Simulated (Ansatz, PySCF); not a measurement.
PySCF was given this input:
```python
from pyscf import gto, scf, cc

mol = gto.M(
    atom='''
O     0.00700000    0.37900000   -0.00000000
H    -0.77590000   -0.17530000   -0.00000000
H     0.76890000   -0.20370000    0.00000000
''',
    basis='cc-pvtz',
    spin=2,
    verbose=3,
)

mf = scf.UHF(mol)
mf.kernel()

mycc = cc.CCSD(mf, frozen=1)
mycc.kernel()
et = mycc.ccsd_t()
print('E(CCSD(T)) = %.10f' % (mycc.e_tot + et))
```

Q: Give the equivalent Ansatz (a quantum-chemistry and plane-wave program) input.

A: This is not unique; one that fits is 
Ansatz 0.2 input:
```yaml
crystal:
  periodic: [false, false, false]
  atoms:
    - {symbol: O, position_ang: [0.00700000, 0.37900000, -0.00000000]}
    - {symbol: H, position_ang: [-0.77590000, -0.17530000, -0.00000000]}
    - {symbol: H, position_ang: [0.76890000, -0.20370000, 0.00000000]}
basis:
  gaussian:
    orbitals: cc-pVTZ
magnetization: {spin_polarized: true, initial_magnetization: 2}
correlation: {method: ccsd_t, electrons: outside_noble_gas}
accuracy: high
```

Both were run: PySCF gave -76.053709 Eh and Ansatz -76.053709 Eh, 0.000 mEh apart.
